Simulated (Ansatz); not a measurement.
Ansatz (a quantum-chemistry and plane-wave program) input (B3LYP/def2-TZVPD):

Ansatz 0.2 input:
```yaml
crystal:
  periodic: [false, false, false]
  atoms:
    - {symbol: O, position_ang: [-2.87744110, 0.01366785, 0.10108136]}
    - {symbol: C, position_ang: [-1.94775120, -0.75697699, 0.05935254]}
    - {symbol: C, position_ang: [-0.53504450, -0.34402791, 0.01469319]}
    - {symbol: C, position_ang: [-0.09071362, 0.95251776, 0.01445650]}
    - {symbol: S, position_ang: [1.61247492, 0.98325368, -0.04491507]}
    - {symbol: C, position_ang: [1.62296664, -0.75503532, -0.06585913]}
    - {symbol: N, position_ang: [0.45087463, -1.30128969, -0.03121672]}
    - {symbol: H, position_ang: [-2.09422763, -1.85295898, 0.05151674]}
    - {symbol: H, position_ang: [-0.69078089, 1.84628298, 0.04608195]}
    - {symbol: H, position_ang: [2.55207220, -1.30456311, -0.10495011]}
basis:
  gaussian:
    orbitals: def2-TZVPD
hamiltonian:
  xc: {name: B3LYP}
total_charge: 1
magnetization: {spin_polarized: true, initial_magnetization: 1}
```

Output:

```
Functional definition: B3LYP
integrals: 0.30 GiB planned
1508 factors; their error is unknown
0.49 GiB of the device are held for the grids
1.98 GiB of device memory are held for the factors and their scratch space
mean field: 2.42 GiB planned
mean field evaluation 1: about -18538.0917 eV, gradient 7.2e1 eV
mean field evaluation 2: about -18281.2967 eV, gradient 2.2e2 eV
mean field evaluation 4: about -18549.6656 eV, gradient 5.2e1 eV
mean field evaluation 8: about -18562.4291 eV, gradient 3.6e0 eV
mean field evaluation 16: about -18562.5179 eV, gradient 6.0e-2 eV
mean field evaluation 32: about -18562.6693 eV, gradient 2.6e-4 eV
mean field evaluation 64: about -18562.5371 eV, gradient 1.7e0 eV
mean field -18562.66928207 eV, -682.1655138869 hartree, gradient 1.8e-5 eV, S^2 0.772167; 10 other end points of the search recorded, 0 dependent functions left out
reference -18562.66956823 eV, -682.1655244032 hartree; 29, 28 occupied and 269, 270 virtual orbitals, 1508 factors
Total energy: -18562.66956823 eV, -682.1655244032 hartree
```

This state (charge 1, doublet) is run at the relaxed geometry of the species with charge 0 and multiplicity 1.
